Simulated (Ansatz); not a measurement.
The first iterations of a band of CH5AlSSi (9 atoms, charge 0, multiplicity 1).

Level of theory: RKS BLYP-D4/def2-SVP in Ansatz 0.2.0.

| Property | Result |
| --- | --- |
| movable images | 1 |
| climbing image | yes |
| spring | 5.0 eV/Å² |
| optimiser | quadratic models (default) |
| start path | through a guess of the saddle point |
| force threshold | 0.05 eV/Å |
| iteration limit | 60 |
| end points | relaxed |

Image 0:

```xyz
9
Properties=species:S:1:pos:R:3
Al -0.994 1.425 -1.056
C 0.260 0.129 -0.211
Si 0.585 -1.265 1.021
S 1.396 0.827 -1.231
H -1.835 0.904 -2.298
H -1.216 2.806 -0.304
H 2.009 -1.736 0.998
H -0.345 -2.392 0.679
H 0.230 -0.744 2.384
```

Image 2:

```xyz
9
Properties=species:S:1:pos:R:3
Al -0.965 1.271 -1.258
C 0.235 0.267 -0.027
Si 0.587 -1.266 1.019
S 1.238 1.602 -0.192
H -0.836 0.949 -2.809
H -2.097 2.165 -0.592
H 0.524 -2.455 0.106
H -0.517 -1.374 2.030
H 1.919 -1.205 1.707
```

| iteration | highest image above the first end (eV) | largest band force component (eV/Å) |
| --- | --- | --- |
| 1 | 1.539 | 9.086 |
| 2 | 0.869 | 4.189 |
| 3 | 0.564 | 1.196 |
| 4 | 0.464 | 0.298 |
| 5 | 0.491 | 0.395 |
| 6 | 0.481 | 0.153 |
| 7 | 0.459 | 0.286 |
| 8 | 0.447 | 0.292 |
| 9 | 0.435 | 0.334 |
| 10 | 0.447 | 0.410 |
| 11 | 0.448 | 0.557 |
| 12 | 0.434 | 0.453 |
| 13 | 0.436 | 0.443 |
| 14 | 0.440 | 0.472 |
| 15 | 0.440 | 0.464 |
| 16 | 0.429 | 0.413 |
| 17 | 0.427 | 0.418 |
| 18 | 0.421 | 0.434 |
| 19 | 0.417 | 0.414 |
| 20 | 0.421 | 0.613 |

Question: Does the band converge within its limit, and where does its top end?

Answer: The run ended unconverged. It ended after 60 iterations with the highest image 0.423 eV above the first end. The band didn't meet its force threshold, so its energies are provisional: the largest band force was still 0.44 eV/Å, and over the last iterations the top moved between 0.42 and 0.49 eV. Neighbouring images lie up to 5.5 Å apart, so the band is torn or far too coarse. So few images can step over the top or miss a turn of the path.

Run time: 100 s on 2 threads of Arm Neoverse V1 (shared host), peak memory 0.13 GiB.
